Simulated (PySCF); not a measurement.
# Identify the compound

The spectra below were simulated for a compound C6H9N3.

¹H NMR (600 MHz, computed): δ 7.10 (s, 1H), 4.17 (s, 3H), 1.70 (m, 1H), 1.22 (m, 2H), 0.74 (m, 2H).

¹³C{¹H} NMR (computed): δ 147.9 (C), 130.1 (CH), 34.8 (CH3), 14.9 (CH2), 8.3 (CH).

[PySCF: GFN2-xTB structure; GIAO PBE0/pcSseg-1 shieldings; gas phase; averaged over atoms made equivalent by symmetry, fast rotation or ring inversion; one conformer; non-relativistic Hamiltonian]

Referencing at the same level of theory: ¹H (σref 31.72), ¹³C (σref 186.93) against TMS.

Propose a structure and justify it.

## Answers


Rings plus π bonds: 4 (2 rings in the answer). 5 carbon signals for 6 carbons: some carbons are equivalent by symmetry or fast rotation. Carbon types of the structure: 1 × C, 2 × CH, 2 × CH2, 1 × CH3, which accounts for all hydrogens. δC 147.9: substituted aromatic carbon next to a ring nitrogen. δC 130.1: aromatic CH next to a ring nitrogen. δC 34.8: methyl carbon bonded to N; the inductive effect lowers its shielding. δC 14.9, 8.3: three-membered-ring carbon; carbons of three-membered rings are unusually shielded. δH 7.10: hydrogen on an aromatic CH next to a ring nitrogen; ring-current deshielding. δH 4.17: hydrogen on a methyl carbon bonded to N; its carbon carries N, which withdraws density. δH 1.70, 1.22, 0.74: hydrogen on a three-membered-ring carbon.

The compound is `Cn1nncc1C1CC1`.

This is the structure that produced the data.

Shifts are as computed. Against solution values, carbons near 30 ppm lie about +3 ppm off and those near 130 ppm about +5 ppm. Of 1211 compounds with measured shifts, 218 miss one by over three times the rms of a fit or turn the order of signals round; such compounds aren't used in these exercises. No couplings were computed; multiplicities are counted from neighbouring protons, with m where these are inequivalent, close in shift, in a saturated or five-membered ring or joined by F or P, and br s for small geminal =CH2 splittings.
